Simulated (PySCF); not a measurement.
H₈Si₃, charge +1, quartet, at a GFN2-xTB geometry of the parent state (a state made from the parent by changing its charge; the spin is typed, not shown lowest); SVWN5/6-31G* in PySCF.

Input for PySCF:
```python
from pyscf import gto, scf, dft

mol = gto.M(
    atom='''
Si    1.73006259    0.88617971   -0.01821925
Si    0.21430832   -1.03910606   -0.11847187
Si   -1.93611862    0.11291389    0.13212917
H     3.05494759    0.29289400   -0.13804698
H     1.35438441    1.72882927   -1.14918317
H     1.47531091    1.50967649    1.27664176
H     0.46584425   -2.03082472    0.92986925
H     0.32388443   -1.79829328   -1.36643948
H    -2.00324331    1.05008294   -0.98479523
H    -1.86962290    0.76938187    1.43401237
H    -2.91703742   -0.96157215    0.06180881
''',
    basis='6-31g*',
    charge=1,
    spin=3,
    verbose=3,
)

mf = dft.ROKS(mol)
mf.xc = 'lda,vwn'
mf.kernel()
mf.analyze()
```

Output, abridged:

```
SCF not converged.
SCF energy = -869.034509719815
**** MO energy ****
                Roothaan           | alpha              | beta
MO #1   energy= -65.3308262875951  | -65.3314710417939  | -65.3263211595335  occ= 2
MO #2   energy= -65.3160832629597  | -65.3220215124185  | -65.320343976647   occ= 2
MO #3   energy= -65.2811683130989  | -65.2780248235637  | -65.2747987663178  occ= 2
MO #4   energy= -5.25398159487018  | -5.25544251450848  | -5.24887744953594  occ= 2
MO #5   energy= -5.23881238109684  | -5.24445324530382  | -5.24224892843794  occ= 2
MO #6   energy= -5.20834082665702  | -5.20622279487501  | -5.20208981048049  occ= 2
MO #7   energy= -3.69714804932321  | -3.6996553631787   | -3.69099811109321  occ= 2
MO #8   energy= -3.69460185841247  | -3.69722498508056  | -3.68824948328263  occ= 2
MO #9   energy= -3.69054871518982  | -3.6914550537154   | -3.68601664787323  occ= 2
MO #10  energy= -3.68283857385121  | -3.68986062548657  | -3.68514766043944  occ= 2
MO #11  energy= -3.6768154845696   | -3.68215008365864  | -3.68053383413043  occ= 2
MO #12  energy= -3.6767703286539   | -3.68217255373455  | -3.68044126199436  occ= 2
MO #13  energy= -3.65052671737445  | -3.6502187529666   | -3.64215384082782  occ= 2
MO #14  energy= -3.64707246952377  | -3.64477872500732  | -3.64108599927647  occ= 2
MO #15  energy= -3.64668189750836  | -3.6440966006846   | -3.64090900480054  occ= 2
MO #16  energy= -0.744982616529793 | -0.760797020801311 | -0.728666722303697 occ= 2
MO #17  energy= -0.691620792136036 | -0.70246746877281  | -0.681431892404282 occ= 2
MO #18  energy= -0.658137174279759 | -0.667587481476189 | -0.646610870125352 occ= 2
MO #19  energy= -0.542879277258054 | -0.551010397606396 | -0.534202430194374 occ= 2
MO #20  energy= -0.529062240807988 | -0.537998510856324 | -0.522913842100088 occ= 2
MO #21  energy= -0.516292396806712 | -0.523265388168054 | -0.512121485220614 occ= 2
MO #22  energy= -0.514183689427314 | -0.522554115480035 | -0.505029617024599 occ= 2
MO #23  energy= -0.505087052978341 | -0.510790036140302 | -0.495465728717675 occ= 2
MO #24  energy= -0.49676984333693  | -0.515135351246089 | -0.477063618793833 occ= 1
MO #25  energy= -0.455502045529775 | -0.477856319340486 | -0.431483294746699 occ= 1
MO #26  energy= -0.228840494833408 | -0.242028430627763 | -0.216634722395399 occ= 1
MO #27  energy= -0.218992072528575 | -0.235468532113082 | -0.200018971032187 occ= 0
MO #28  energy= -0.217536251008484 | -0.229029950620505 | -0.205039678961614 occ= 0
MO #29  energy= -0.201353051009585 | -0.210961876183191 | -0.191745338677141 occ= 0
MO #30  energy= -0.167283361350857 | -0.17406936875553  | -0.160432345289105 occ= 0
MO #31  energy= -0.142478993598956 | -0.153101970578335 | -0.135120138178001 occ= 0
MO #32  energy= -0.13217595533324  | -0.141728984485128 | -0.120019621579362 occ= 0
MO #33  energy= -0.122842095990557 | -0.13199692332957  | -0.112206804633168 occ= 0
MO #34  energy= -0.0960982348478775 | -0.103091896152475 | -0.0892246032705475 occ= 0
 ** Mulliken atomic charges  **
charge of    0Si =     -0.01389
charge of    1Si =      0.08685
charge of    2Si =      0.50167
charge of    3H =      0.05054
charge of    4H =      0.03574
charge of    5H =      0.03359
charge of    6H =      0.07772
charge of    7H =      0.07177
charge of    8H =      0.04767
charge of    9H =      0.04388
charge of   10H =      0.06445

WARN: System has nonzero charge 1; the dipole moment is origin-dependent.
Location of origin: [0. 0. 0.]

Dipole moment(X, Y, Z, Debye): -5.29340,  0.32642,  0.35935
```

The run did not converge; its last values are not results.
